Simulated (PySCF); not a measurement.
Job for PySCF: D3(BJ) and D4 dispersion corrections on H2O3Si (SMILES O=[Si](O)O).

```python
from pyscf import gto
from pyscf.dispersion import dftd3, dftd4

mol = gto.M(
    atom='''
    O    -1.31029376   -0.36748056   -0.10314392
    Si   -0.07416311    0.65504500    0.13718949
    O     1.36191132   -0.08811181    0.00778402
    O    -0.24046609    2.12365737    0.44470514
    H    -1.16868144   -1.29753954   -0.29724349
    H     1.43179308   -1.02567045   -0.18929124
    ''',
    basis='def2-svp',
    charge=0, spin=0, verbose=0, max_memory=1800)
d3, d4 = {}, {}
for xc in ['hf', 'pbe', 'blyp', 'revpbe', 'tpss', 'r2scan', 'b3lyp', 'pbe0', 'bhlyp', 'camb3lyp', 'b2plyp']:
    d3[xc] = float(dftd3.DFTD3Dispersion(mol, xc=xc, version='d3bj', atm=False).get_dispersion()['energy'])
    print(f'D3(BJ) {xc:10s} {d3[xc]:14.8f} Eh')
for xc in ['hf', 'pbe', 'blyp', 'revpbe', 'tpss', 'r2scan', 'b3lyp', 'pbe0', 'bhlyp', 'camb3lyp', 'b2plyp']:
    d4[xc] = float(dftd4.DFTD4Dispersion(mol, xc={'camb3lyp': 'cam-b3lyp'}.get(xc, xc), atm=True).get_dispersion()['energy'])
    print(f'D4     {xc:10s} {d4[xc]:14.8f} Eh')
```

Program output:

```
D3(BJ) hf            -0.03334889 Eh
D3(BJ) pbe           -0.00356025 Eh
D3(BJ) blyp          -0.00788423 Eh
D3(BJ) revpbe        -0.00908870 Eh
D3(BJ) tpss          -0.00450996 Eh
D3(BJ) r2scan        -0.00092116 Eh
D3(BJ) b3lyp         -0.00646629 Eh
D3(BJ) pbe0          -0.00307601 Eh
D3(BJ) bhlyp         -0.00522646 Eh
D3(BJ) camb3lyp      -0.00279850 Eh
D3(BJ) b2plyp        -0.00305005 Eh
D4     hf            -0.01454993 Eh
D4     pbe           -0.00384964 Eh
D4     blyp          -0.00871657 Eh
D4     revpbe        -0.01234614 Eh
D4     tpss          -0.00521468 Eh
D4     r2scan        -0.00087233 Eh
D4     b3lyp         -0.00627541 Eh
D4     pbe0          -0.00319240 Eh
D4     bhlyp         -0.00467475 Eh
D4     camb3lyp      -0.00320769 Eh
D4     b2plyp        -0.00265454 Eh
```

The run finished.

Cost: roughly 0.010 core-seconds.
